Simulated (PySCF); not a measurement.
## Gas-phase XPS of TiF4, computed

Compound: TiF₄ (singlet state).
Geometry (PBE0-D3(BJ)/def2-SVP, Å), atoms numbered from 1 in this order:
```xyz
5
TiF4 angstrom
Ti    -0.0005   -0.0002   -0.0007
F      0.0047   -0.0078    1.7244
F      1.6240    0.0087   -0.5816
F     -0.8191    1.4104   -0.5640
F     -0.8090   -1.4112   -0.5781
```

Theory: delta-SCF UKS SCAN, pcX-2 on the ionised atom (unc-x2c-TZVPall on a metal), pcseg-1 elsewhere, spin-free X2C in PySCF. Vertical ΔSCF values, vacuum level as zero.

**Question.** Give the core binding energies atom by atom.

**Answer.** 
```
    atom(s)             environment     level  binding energy (eV)  2p1/2 (eV)  count
F2/F3/F4/F5   fluorine bonded to Ti      F 1s               692.94           –      4
        Ti1  titanium bonded to 4 F  Ti 2p3/2               466.84      472.55      1
```

**Question.** Which photon energy gives electrons from Ti 2p3/2 of Ti1 a kinetic energy of 200 eV, and what is their de Broglie wavelength?

**Answer.** hν = 466.84 + 200 = 666.84 eV, recoil neglected; λ = 12.264 Å/√(E/eV) = 0.87 Å.

**Question.** Give the binding energy of Ti 2p3/2 of Ti1 in hartree and in kJ/mol.

**Answer.** 466.84 eV = 17.1561 Eh = 45043 kJ/mol.

The first atom of each set that the bonding makes equivalent was ionised and stands for the set. Spin–orbit and ligand-field terms were added within each 2p shell after the spin-free SCF. 2p1/2 minus 2p3/2 (ligand field included): Ti 5.72 eV. Satellites of the metal's 2p lines aren't described. Geometry: PBE0-D3(BJ)/def2-SVP; no solvent, vibrations or thermal averaging. Metal 2p energies of this one-determinant scheme are less reliable than its 1s energies.
